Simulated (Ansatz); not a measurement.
Basis-set extrapolation for CH₇BSSi, SMILES `BS[SiH2]C` (PBE0-D4/def2-TZVP geometry, frozen core, Ansatz 0.2.0). Multiplicity 1, RHF reference.

```csv
,def2-TZVPP,def2-QZVPP
HF,-753.188070,-753.211421
MP2 correlation,-0.584816,-0.627534
CCSD(T) correlation,-0.670371,not run
```

Energies in hartree. Use E(X) = E(∞) + A·exp(−7.88·√X) for Hartree–Fock and E(X) = E(∞) + B·X^(−2.97) for correlation, with X = 3 and 4, and add CCSD(T) minus MP2 of the smaller set to the MP2 limit.

Q: What is the CCSD(T) energy at the basis-set limit?

A: HF limit: -753.211421 + (-0.023351) × 0.13774 = -753.21464. MP2 limit: -0.627534 + (-0.042718) × 0.74074 = -0.65918. Higher-order term: -0.670371 − (-0.584816) = -0.08556. Total: -753.95938 hartree, 265.0 kJ/mol below CCSD(T)/def2-TZVPP.
